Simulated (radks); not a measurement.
Values are calculated unless marked as measured or tabulated.
Effect of the nuclear size on the tellurium ion Te2+, [Kr] 4d10 5s2 5p2. Code: a radial shooting solver on a logarithmic mesh with Libxc functionals. Model: Dirac Kohn-Sham, relativistic LDA (MacDonald-Vosko exchange, VWN5 correlation), spin-unpolarised, spherical densities, finite nucleus; open shells are shared between the two j in proportion to 2j + 1; Fermi nuclear charge, rms radius 4.7423 fm. The rms radius is varied about that value; shifts are against it.

rms radius (fm)  total energy shift (eV)  density at nucleus (e/bohr^3)  1s1/2 shift (meV)  2s1/2 shift (meV)  4p1/2 shift (meV)  5s1/2 shift (meV)  5p1/2 shift (meV)  5p3/2 shift (meV)  6s1/2 (empty) shift (meV)
4.2206                             -1.09                      2.297e+05               -454              -52.8              0.183             -0.264              0.048              0.051                     -0.058
4.3345                            -0.861                      2.287e+05               -358              -41.7              0.145             -0.209              0.038              0.040                     -0.046
4.7423                                 0                      2.253e+05              0.000              0.000              0.000              0.000              0.000              0.000                      0.000
5.1217                             0.858                      2.225e+05                357               41.6             -0.144              0.208             -0.038             -0.040                      0.046
5.6623                              2.18                      2.188e+05                906                105             -0.365              0.528             -0.095             -0.102                      0.116

Slopes of the eigenvalues against <r^2> in GHz/fm^2, as finite differences over the two radii next to the reference (eigenvalue slopes, not the field-shift constants of lines): 1s1/2 23200, 2s1/2 2710, 4p1/2 -9.38, 5s1/2 13.5, 5p1/2 -2.44, 5p3/2 -2.61, 6s1/2 (empty) 2.99.
